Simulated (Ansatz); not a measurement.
`N#C[Si](F)(F)C#N` + `[SH][GeH3]` → `N#C[S][GeH3]` + `N#C[SiH](F)F`  (substitution at a C–Si bond)

Isolated molecules relaxed with PBE0-D4/def2-TZVP in Ansatz; ΔE leaves out vibrations. CCSD(T)/CBS is the MP2 limit (def2-TZVPP, def2-QZVPP) plus CCSD(T) − MP2 in def2-TZVPP, frozen cores. This one scheme is used for every species. DFT in def2-TZVPP. For Ge outer-core shells are correlated without core-valence functions, which leaves a few kJ/mol of doubt a bond. Scalar relativity is left out up to krypton.

`N#C[Si](F)(F)C#N`:

```xyz
7

N     2.062   -1.110    1.341
C     1.285   -0.684    0.607
Si    0.038   -0.003   -0.534
F    -0.487   -1.145   -1.463
F     0.691    1.132   -1.389
C    -1.358    0.689    0.413
N    -2.231    1.121    1.025
```

`[SH][GeH3]`:

Cartesian coordinates in Å:
```
S -1.715 -0.090 -0.124
Ge 0.507 -0.065 -0.220
H -1.773 0.359 1.141
H 1.100 -1.002 0.843
H 1.037 1.362 -0.010
H 0.844 -0.564 -1.629
```

`N#C[S][GeH3]`:

```xyz
7

N    -0.133    2.018   -1.918
C     0.150    1.688   -0.847
S     0.571    1.235    0.716
Ge   -0.063   -0.926    0.522
H     0.767   -1.558   -0.597
H    -1.563   -0.949    0.224
H     0.270   -1.506    1.900
```

`N#C[SiH](F)F`:

Cartesian coordinates in Å:
```
N -0.049 -1.586 1.843
C -0.036 -0.826 0.978
Si 0.039 0.338 -0.442
F 0.509 1.733 0.116
F -1.420 0.478 -1.015
H 0.957 -0.138 -1.480
```

```
  level  ΔE (eV)
ωB97M-V     0.50
 revPBE     0.36
```

(1) What does CCSD(T)/CBS give? (Estimate.)

Largest T1 diagnostic among the species: 0.014.

Answers

(1) Ansatz gave: +0.52 eV. The listed levels differ from it by -0.02, -0.16 eV.

Leaving LDA and LC-ωPBE aside and taking each functional with its dispersion term where it has one, the values, not all of them listed here, spread over 0.16 eV, from PBE-D4 to B97M-V. From PBE to PBE0 (25 % exact exchange), in def2-TZVPP and without D4, ΔE moves by +0.05 eV. In def2-TZVPP, CCSD(T) changes the Hartree–Fock value by −0.03 eV (the triples alone add −0.03 eV) and MP2 by −0.08 eV.
